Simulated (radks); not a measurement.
Removal energies from the bismuth ion Bi12+, [Xe] 4f14 5d3, by Delta-SCF beside the eigenvalue of the level emptied. All-electron calculation, scalar-relativistic Kohn-Sham, PBEsol, spin-polarised, spherical densities, finite nucleus; Fermi nuclear charge, rms radius of each element as measured or else 0.836 A^(1/3) + 0.57 fm. Program: a radial shooting solver on a logarithmic mesh with Libxc functionals. Open shells are filled with parallel spins first.

removed from         final configuration  Delta-SCF (eV)  -eigenvalue (eV)
5d                         [Xe] 4f14 5d2          229.49            218.99
5p            [Kr] 4d10 4f14 5s2 5p5 5d3          305.63            294.07
5s            [Kr] 4d10 4f14 5s1 5p6 5d3          373.31            360.66
4f                         [Xe] 4f13 5d3          386.31            366.00
